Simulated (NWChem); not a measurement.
Species: SnCl$_{3}$ anion; SMILES [Cl][Sn-]([Cl])[Cl]

Program: NWChem. Sets without diffuse functions describe the anion's extra electron poorly. All runs use the structure optimised with B3LYP/def2-SVPD. Not confirmed as a minimum by frequencies. def2 effective core potentials on Sn; no spin-orbit coupling. Level r2SCAN/def2-SVP: energy and gradient on several grids; changes count from the extra-fine grid, which is no exact limit either.

```json
[
 {"grid": "xcoarse", "size of the energy change (μHa)": "4000", "largest change of a gradient component (μHa/bohr)": "60"},
 {"grid": "coarse", "size of the energy change (μHa)": "90", "largest change of a gradient component (μHa/bohr)": "< 30"},
 {"grid": "medium", "size of the energy change (μHa)": "70", "largest change of a gradient component (μHa/bohr)": "< 30"},
 {"grid": "fine", "size of the energy change (μHa)": "< 10", "largest change of a gradient component (μHa/bohr)": "< 30"},
 {"grid": "xfine", "size of the energy change (μHa)": "< 10", "largest change of a gradient component (μHa/bohr)": "< 30"}
]
```
